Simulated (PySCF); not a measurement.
From one molecule to another.

First species: C₄H₆ClGaO₂.
Z-matrix (Å and degrees, PBE0-D3(BJ)/def2-SVP geometry), rows numbered from 1:
```
Cl
C   1  1.7996
Ga  2  1.9754  1  107.92
O   3  1.9576  2  105.79  1   -72.79
C   4  1.2630  3  125.42  2  -100.96
C   5  1.3986  4  127.00  3    -3.51
C   6  1.3977  5  122.89  4    -1.82
O   7  1.2641  6  127.00  5     1.81
H   2  1.0994  1  107.50  3  -121.35
H   2  1.0992  1  107.52  3   122.50
H   3  1.5556  2  128.84  1    58.46
H   5  1.1054  4  115.32  3   176.93
H   6  1.0898  5  118.55  4  -179.90
H   7  1.1056  6  117.60  5  -177.78
```

Second species: TiF2(OMe)2, C2H6F2O2Ti (singlet state).
SMILES: `C[O][Ti]([F])([F])[O]C`

Levels: PBE0/def2-SVPD for dipole moment, HOMO energy, LUMO energy, HOMO–LUMO gap, static isotropic polarisability and electronic spatial extent ⟨r²⟩ about the centre of nuclear charge; TDDFT PBE0/def2-SVPD for lowest singlet excitation; TDA PBE0/def2-SVPD for lowest triplet excitation (Tamm–Dancoff); PBE0-D3(BJ)/def2-SVP for rotational constant A and rotational constant C. Geometries: PBE0-D3(BJ)/def2-SVP. All species are isolated and taken at one optimised geometry, non-relativistic unless stated. Electronic properties by PySCF.

Dipoles, sizes and rotational constants follow the conformer. The torsions of the flexible species, by atom-mapped SMILES:
- `[Cl:1][CH2:2][Ga@@H-:3]1[O:4][CH:5]=[CH:6][CH:7]=[O+:8]1`: Cl1–C2–Ga3–O4 -73°

Values for the first species:

- Dipole moment: 4.41 D
- HOMO energy: -7.24 eV
- LUMO energy: -2.35 eV
- HOMO–LUMO gap: 4.89 eV
- Lowest singlet excitation: 4.01 eV
- Lowest triplet excitation (Tamm–Dancoff): 2.89 eV
- Static isotropic polarisability: 94.8 au
- Electronic spatial extent ⟨r²⟩ about the centre of nuclear charge: 1630 bohr²
- Rotational constant A: 2.564 GHz
- Rotational constant C: 0.692 GHz

(1) Estimate the same properties for the second species, and the change in each.

Answers

(1) 
| property | first | second | second less first |
| --- | --- | --- | --- |
| dipole moment | 4.41 D | 4.04 D | -0.37 D |
| HOMO energy | -7.24 eV | -8.73 eV | -1.49 eV |
| LUMO energy | -2.35 eV | -1.46 eV | +0.89 eV |
| HOMO–LUMO gap | 4.89 eV | 7.27 eV | +2.38 eV |
| lowest singlet excitation | 4.01 eV | 5.51 eV | +1.50 eV |
| lowest triplet excitation (Tamm–Dancoff) | 2.89 eV | 5.17 eV | +2.28 eV |
| static isotropic polarisability | 94.8 au | 71.6 au | -23.2 au |
| electronic spatial extent ⟨r²⟩ about the centre of nuclear charge | 1630 bohr² | 1124 bohr² | -506 bohr² |
| rotational constant A | 2.564 GHz | 1.965 GHz | -0.599 GHz |
| rotational constant C | 0.692 GHz | 1.184 GHz | +0.492 GHz |

On the first: S1 lies 0.88 eV below the HOMO–LUMO gap; its leading configuration is HOMO→LUMO, weight 0.97. The dipole equals about 14.7 × 10⁻³⁰ C·m (1 D = 3.33564 × 10⁻³⁰ C·m). Relativistic effects, spin–orbit coupling among them, are left out although an element past zinc is present.

On the second: In atomic units the dipole is 1.59 e·bohr (1 au = 2.5417 D). In wavenumbers S1 is 44400 cm⁻¹ (1 eV = 8065.54 cm⁻¹).
